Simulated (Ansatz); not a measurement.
`[F][GeH2][AlH2]` + `BN=CBCF` → `FC[BH][GeH2][AlH2]` + `BN=CF`  (redistribution)

Isolated molecules relaxed with PBE0-D4/def2-TZVP in Ansatz; ΔE leaves out vibrations. CCSD(T)/CBS is the MP2 limit (def2-TZVPP, def2-QZVPP) plus CCSD(T) − MP2 in def2-TZVPP, frozen cores. Functionals use def2-TZVPP. For Ge outer-core shells are correlated without core-valence functions, which leaves a few kJ/mol of doubt a bond. Scalar relativity is left out up to krypton. One conformer a species, not always the lowest.

Is it downhill or uphill in electronic energy at CCSD(T)/CBS, and by how much? (An estimate is asked.)

Computed: Uphill: ΔE = +21.8 kcal/mol.

What do these levels give: PBE-D4, r2SCAN-D4, PBE0-D4, ωB97M-V, B2PLYP, PBE, r2SCAN, PBE0, MP2/def2-TZVPP, SCS-MP2/def2-TZVPP, MP2/CBS(def2), CCSD/CBS(def2)? (Best estimate.)

Computed: PBE-D4 19.6, r2SCAN-D4 20.6, PBE0-D4 19.4, ωB97M-V 21.7, B2PLYP 23.2, PBE 19.8, r2SCAN 20.7, PBE0 19.7, MP2/def2-TZVPP 21.7, SCS-MP2/def2-TZVPP 23.3, MP2/CBS(def2) 22.0, CCSD/CBS(def2) 22.2 kcal/mol.

Largest T1 diagnostic among the species: 0.015.

In def2-TZVPP, CCSD(T) changes the Hartree–Fock value by −3.3 kcal/mol (the triples alone add −0.4 kcal/mol) and MP2 by −3.1 kcal/mol.
